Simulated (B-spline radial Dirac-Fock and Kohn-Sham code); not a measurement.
## Photoemission from Sc at 9370 eV, detector at θ = 54.7°, φ = 180°

System: the free scandium atom, configuration 1s2 2s2 2p6 3s2 3p6 3d1 4s2. Method: Dirac-Hartree-Slater photoionisation with a Latter tail; cross sections with all multipoles, angular parameters from the dipole term and its interference with E2. Computed with a radial B-spline solver. Thresholds are tabulated edges, those marked * orbital energies of the model. For linearly polarised light dσ/dΩ = σ/(4π) [1 + β P₂(cos θ) + (δ + γ cos²θ) sin θ cos φ], with θ from the polarisation vector and φ the angle between the beam and the projection of the electron momentum on the plane normal to the polarisation. The dipole factor is 1 + βP₂ and the non-dipole term is the rest of the bracket. Open shells are filled statistically over j.

```tsv
subshell	threshold (eV)	σ (kb)	β	γ	δ	dipole factor	non-dipole term	dσ/dΩ (kb/sr)
1s	4492.0	8.01	2.00	1.40	0.000	1.002	-0.383	0.395
2s	498.0	0.566	2.00	1.71	0.000	1.002	-0.466	0.0241
2p1/2	403.6	0.0728	0.58	1.26	0.244	1.001	-0.544	0.00265
2p3/2	398.7	0.137	0.56	1.24	0.246	1.000	-0.539	0.00502
3s	60.12*	0.0757	2.00	1.74	0.000	1.002	-0.475	0.00318
3p1/2	38.82*	0.00876	0.55	1.24	0.245	1.000	-0.539	0.000322
3p3/2	38.26*	0.0164	0.53	1.22	0.247	1.000	-0.534	0.000610
3d3/2	6.37*	9.35e-06	0.24	0.80	0.563	1.000	-0.677	2.40e-07
3d5/2	6.33*	1.35e-05	0.25	0.81	0.564	1.000	-0.681	3.43e-07
4s	5.66*	0.00533	2.00	1.75	0.000	1.002	-0.476	0.000223
```
